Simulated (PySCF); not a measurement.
Delta-SCF ions had no search for a lower state. Excitations are Tamm–Dancoff values on a coarser integration grid. The basis has no diffuse functions, so Rydberg states are missing or too high.

Cartesian coordinates (Å):
SMILES: ClB(Cl)Br
```xyz
4

Cl    -0.8995     1.5085    -0.0004
B     -0.0426     0.0002     0.0001
Cl    -0.9166    -1.4982    -0.0012
Br     1.8587    -0.0106     0.0015
```
Charge 0, spin multiplicity 1.

### Question
What is the computed S1–T1 gap (TDA), vertical ionisation energy (Delta-SCF) and T1 excitation (TDA) (PySCF with PBE0-D4/def2-TZVP)?

### Answer

The S1–T1 gap (TDA) is 0.18 eV and the vertical ionisation energy (Delta-SCF) is 10.86 eV. The T1 excitation (TDA) is 5.07 eV.
